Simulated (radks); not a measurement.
Values are calculated unless marked as measured or tabulated.
Polarisability of the zirconium ion Zr+, [Kr] 4d2 5s1, at imaginary frequency. Level of theory: non-relativistic Kohn-Sham, exchange-only LDA, spin-polarised, spherical densities, point nucleus; open shells are filled with parallel spins first (spin-orbit coupling, left out, can overturn this in heavy ions); relativity is left out, which matters for an element this heavy (a radial shooting solver on a logarithmic mesh with Libxc functionals). Response by self-consistent Sternheimer equations with the Hartree and adiabatic exchange-only LDA kernel.

| w (hartree) | alpha1(iw) (bohr^3) |
|---|---|
| 0.00266 | 60.08 |
| 0.0143 | 59.63 |
| 0.0360 | 57.27 |
| 0.0697 | 50.91 |
| 0.118 | 40.29 |
| 0.186 | 28.61 |
| 0.280 | 19.17 |
| 0.413 | 12.66 |
| 0.605 | 8.324 |
| 0.892 | 5.359 |
| 1.35 | 3.236 |
| 2.12 | 1.723 |
| 3.59 | 0.7624 |
| 6.94 | 0.2693 |
| 17.5 | 0.06478 |

Static values: alpha1 = 60.09 bohr^3 (8.905 angstrom^3; uncoupled 93.78). C6 = 514.5, triple-dipole C9 = 21360 atomic units. One-pole (London) frequency 4 C6 / (3 alpha1^2) = 0.190 hartree, against 0.364 for minus the highest occupied eigenvalue. The dipole shielding factor is 0.975, as the force sum rule N/Z = 0.975 demands.
